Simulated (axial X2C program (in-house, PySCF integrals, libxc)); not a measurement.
**LiY⁺: properties at the nuclei**

Computed with an axial X2C code built on PySCF integrals: two-component X2C with atomic mean-field Coulomb and Gaunt terms, Gaussian nuclei, basis Y dyall-cv3z, Li dyall-cv3z with contracted cores.

R = 3.218 Å (near the PBE0 minimum at charge 1 of the determinant lowest at the starting distance; the state shown can have its own minimum elsewhere).

Determinant lowest in the PBE0 search, Ω = 1/2 (⟨Sz⟩ = 0.50, ⟨Lz⟩ = 0.00 at PBE0), spin on the atoms Y 0.49, Li 0.01:

```json
{"level": "PBE0", "Eeff magnitude (GV/cm)": "0.532", "Ws magnitude Y (kHz)": "0.428", "A∥/gI Y (MHz)": "630", "qzz Y (a.u.)": "-1.23", "A∥/gI Li (MHz)": "13.4", "qzz Li (a.u.)": "-0.02"}
{"level": "HF", "Eeff magnitude (GV/cm)": "2.12", "Ws magnitude Y (kHz)": "2.12", "A∥/gI Y (MHz)": "-300", "qzz Y (a.u.)": "-1.42", "A∥/gI Li (MHz)": "58.5", "qzz Li (a.u.)": "-0.02"}
{"level": "BHandHLYP", "Eeff magnitude (GV/cm)": "0.239", "Ws magnitude Y (kHz)": "0.131", "A∥/gI Y (MHz)": "433", "qzz Y (a.u.)": "-1.22", "A∥/gI Li (MHz)": "25.1", "qzz Li (a.u.)": "-0.02"}
{"level": "LDA", "Eeff magnitude (GV/cm)": "0.542", "Ws magnitude Y (kHz)": "0.428", "A∥/gI Y (MHz)": "649", "qzz Y (a.u.)": "-1.23", "A∥/gI Li (MHz)": "22.4", "qzz Li (a.u.)": "-0.02"}
{"level": "TPSSh", "Eeff magnitude (GV/cm)": "0.655", "Ws magnitude Y (kHz)": "0.555", "A∥/gI Y (MHz)": "833", "qzz Y (a.u.)": "-1.26", "A∥/gI Li (MHz)": "4.58", "qzz Li (a.u.)": "-0.02"}
```

Determinant 0.18 eV from it at PBE0 and this distance, Ω = 3/2 (⟨Sz⟩ = 0.49, ⟨Lz⟩ = 1.01 at PBE0), spin on the atoms Y 0.52, Li -0.03:

| level | Eeff magnitude (GV/cm) | Ws magnitude Y (kHz) | A∥/gI Y (MHz) | qzz Y (a.u.) | A∥/gI Li (MHz) | qzz Li (a.u.) |
| --- | --- | --- | --- | --- | --- | --- |
| PBE0 | 0.242 | 0.0742 | 209 | -0.74 | -5.36 | -0.01 |
| HF | 3.42 | 1.1 | -513 | 0.11 | 30.7 | -0.01 |
| BHandHLYP | 0.706 | 0.23 | 55.8 | -0.25 | 3.01 | -0.01 |
| LDA | 0.044 | 0.00701 | 115 | -0.88 | -0.913 | -0.01 |
| TPSSh | 0.513 | 0.162 | 316 | -0.77 | -9.37 | -0.01 |

Eeff is the effective electric field on the electron electric dipole moment in this Ω state and Ws the scalar–pseudoscalar constant of the nucleus named (defined with the proton number Z and per Ω); A∥ (defined per Ω) follows by multiplying with gI = μI/(I μN); qzz is the electric field gradient, eQq0 = 234.96 MHz × Q/barn × qzz. The operators were transformed with the bare-nucleus X2C matrices; with these basis sets, hyperfine constants and field gradients can be off by tens of per cent, and where levels differ in sign neither size nor sign is settled.

Each state is one determinant with collinear spin. Unrestricted Hartree–Fock can overshoot spin polarisation at the nuclei. In the state Ω = 1/2 the sign of Eeff differs between levels (HF against PBE0). In the state Ω = 3/2 the sign of Eeff differs between levels (HF, BHandHLYP against PBE0). Where Eeff spreads by more than a factor of two the levels disagree and none is to be relied on. At HF a later determinant lies lower. States lie within half an eV, so the first need not be the ground state. The sign of Ws at Y differs between levels in the first state. The sign of Ws at Y differs between levels in the second state. Further determinants of the search, some of them spin-mixed, are not shown. Where a field gradient or hyperfine factor spreads by more than a factor of two over the levels, a constant derived from it is not to be relied on. PBE0 term energies can be off by some tenths of an eV.
